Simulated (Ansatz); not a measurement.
`CC(C)(C)[NH][Sn]([Cl])([Cl])[Cl]`, relaxed with RKS PBE0-D4/def2-TZVP in the Gaussian-basis code of Ansatz from a PBE-D4/def2-SVP geometry. The force threshold is 0.005 eV/Å; the program also tests the step.

Charge 0, multiplicity 1. Sn: def2 effective core potential.

Start:

```xyz
19

C     0.444   -0.932    1.110
C    -0.493   -0.340    0.048
C    -0.256   -1.022   -1.313
C    -1.962   -0.516    0.481
N    -0.262    1.124   -0.017
Sn    1.640    1.880   -0.099
Cl    3.312    0.584   -1.182
Cl    2.452    2.267    2.074
Cl    1.448    3.952   -1.209
H     0.232   -2.008    1.265
H     1.506   -0.858    0.791
H     0.329   -0.407    2.079
H    -0.469   -2.110   -1.265
H    -0.916   -0.585   -2.092
H     0.796   -0.892   -1.640
H    -2.217   -1.592    0.564
H    -2.140   -0.028    1.459
H    -2.650   -0.062   -0.262
H    -0.795    1.547   -0.792
```

```
step  energy (eV)  largest force (eV/Å)  largest move (Å)
   1  -49189.6764                 0.669             0.000
   2  -49189.8078                 0.276             0.089
   3  -49189.8249                 0.121             0.030
   4  -49189.8268                 0.043             0.018
   5  -49189.8277                 0.064             0.048
   6  -49189.8280                 0.029             0.038
   7  -49189.8285                 0.043             0.023
   8  -49189.8286                 0.013             0.009
   9  -49189.8287                 0.003             0.004
```

End:

```xyz
19

C     0.439   -0.921    1.099
C    -0.478   -0.342    0.033
C    -0.261   -1.060   -1.297
C    -1.933   -0.487    0.470
N    -0.214    1.100   -0.079
Sn    1.618    1.879   -0.092
Cl    3.273    0.704   -1.209
Cl    2.423    2.181    2.041
Cl    1.414    3.947   -1.087
H     0.213   -1.976    1.263
H     1.492   -0.869    0.795
H     0.322   -0.390    2.045
H    -0.496   -2.124   -1.211
H    -0.906   -0.637   -2.073
H     0.776   -0.967   -1.627
H    -2.200   -1.541    0.575
H    -2.097    0.016    1.425
H    -2.606   -0.044   -0.269
H    -0.779    1.531   -0.803
```

It took 20 s on 6 threads of an AMD EPYC 7R13 on a shared host and a share of an NVIDIA H100 80 GB, with 1.1 GiB of host memory at the peak.
